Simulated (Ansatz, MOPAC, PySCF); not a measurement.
Constitutional and geometric isomers with formula H3BSi2. All species are isolated molecules in the gas phase. Strings in code marks are SMILES.

Quantity: electronic energy of isomers of H3BSi2 relative to `B1[SiH]=[SiH]1`, in kcal/mol. The restricted reference of `B1=[SiH][SiH2]1` is unstable towards unrestricted orbitals. Semi-empirical values (MOPAC) are differences of heats of formation.

Level 1: composite: frozen-core CCSD(T) with HF/cc-pVQZ and the correlation energy extrapolated as X^-3 from cc-pVTZ and cc-pVQZ, plus CCSDT(Q) minus CCSD(T) in cc-pVDZ // PBE0-D3(BJ)/def2-TZVP (Ansatz, a quantum-chemistry and plane-wave program)
Level 2: PBE-D3(BJ)/def2-TZVP // PBE0-D3(BJ)/def2-TZVP (PySCF)
Level 3: PBE0-D3(BJ)/def2-TZVP (PySCF)
Level 4: PM7 // PBE0-D3(BJ)/def2-TZVP (MOPAC)

```json
[
 {"species": "`B1=[SiH][SiH2]1`", "level 2": "31.9", "level 3": "34.5", "level 4": "38.5"}
]
```

Q: What does level 1 give for each?

A: 
- `B1=[SiH][SiH2]1`: 28.8
